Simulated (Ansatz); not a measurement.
`[NH]=[W](=[NH])([NH2])[Cl]` and `C[O][W](=[NH])(=[NH])[Cl]` differ in one atom or group.

Ansatz, PBE0-D4/def2-TZVP geometries, multiplicity 1. Each molecule was computed in one conformer, which needn't be the lowest.

Elements past krypton have def2 core potentials.

```tsv
property	`[NH]=[W](=[NH])([NH2])[Cl]`
LUMO energy (ωB97M-V/def2-TZVPP) / eV	0.92
size of the dipole moment (ωB97M-V/def2-TZVPP) / D	3.19
HOMO energy (ωB97M-V/def2-TZVPP) / eV	-9.89
HOMO–LUMO gap (B3LYP/def2-TZVPP) / eV	6.09
HOMO–LUMO gap (PBE/def2-TZVPP) / eV	4.48
LUMO energy (PBE/def2-TZVPP) / eV	-1.90
```

(1) Give the same properties after the change, and the shifts. (An estimate is asked.)

## Answers

(1) The calculation gave: 
| property | `C[O][W](=[NH])(=[NH])[Cl]` | shift |
| --- | --- | --- |
| LUMO energy (ωB97M-V/def2-TZVPP) / eV | 0.72 | -0.20 |
| size of the dipole moment (ωB97M-V/def2-TZVPP) / D | 3.01 | -0.18 |
| HOMO energy (ωB97M-V/def2-TZVPP) / eV | -9.93 | -0.04 |
| HOMO–LUMO gap (B3LYP/def2-TZVPP) / eV | 5.90 | -0.19 |
| HOMO–LUMO gap (PBE/def2-TZVPP) / eV | 4.23 | -0.25 |
| LUMO energy (PBE/def2-TZVPP) / eV | -2.11 | -0.21 |

Dipoles are sizes alone; their direction can turn.

B3LYP here is the variant with VWN-RPA as its local correlation; programs differ in this.
